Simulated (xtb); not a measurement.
CH7NOSi2, SMILES C1N[SiH2]O[SiH2]1. All values are semi-empirical tight-binding results from xtb (GFN2-xTB unless named), good for trends rather than for accurate numbers. The structure is a stationary point at GFN2-xTB. This is a generated structure with no PubChem entry under its InChIKey; it may be hypothetical. One conformer was computed; it need not be the lowest.

Optimised geometry:

```xyz
12

C      1.2848    -0.8427    -0.2471
N      1.2978     0.4637     0.3849
Si    -0.1780     1.2918     0.6214
O     -1.1900     0.1854    -0.0574
Si    -0.5563    -1.1811    -0.6614
H      1.9203    -0.8353    -1.1397
H      1.7040    -1.5954     0.4301
H      2.2024     0.7908     0.6773
H     -0.3073     2.5113    -0.1700
H     -0.5863     1.4168     2.0177
H     -0.8177    -1.2060    -2.0966
H     -1.1075    -2.3044     0.0885
```
Charge 0, spin multiplicity 1.

```json
{
 "point_group_as_xtb_finds_it": "Cs",
 "orbital_gap": "4.71 eV",
 "dipole_moment": "1.80 D",
 "zero_point_energy": "50.3 kcal/mol",
 "G − E(el) at 298.15 K (modified RRHO)": "31.0 kcal/mol",
 "static polarisability (D4 model)": "79.9 bohr³",
 "solvation energy, GFN2-xTB/ALPB(water)": "0.7 kcal/mol",
 "solvation energy, GFN2-xTB/ALPB(thf)": "-3.3 kcal/mol"
}
```

Computed atomic charges and the Wiberg bond orders between heavy atoms:
charges (e) C1 -0.09, N2 -0.33, Si3 0.55, O4 -0.48, Si5 0.54, H6 0.01, H7 0.01, H8 0.14, H9 -0.09, H10 -0.09, H11 -0.08, H12 -0.09. Bond orders C1–N2 1.04, N2–Si3 1.18, Si3–O4 0.97, C1–Si5 0.86, O4–Si5 1.14.
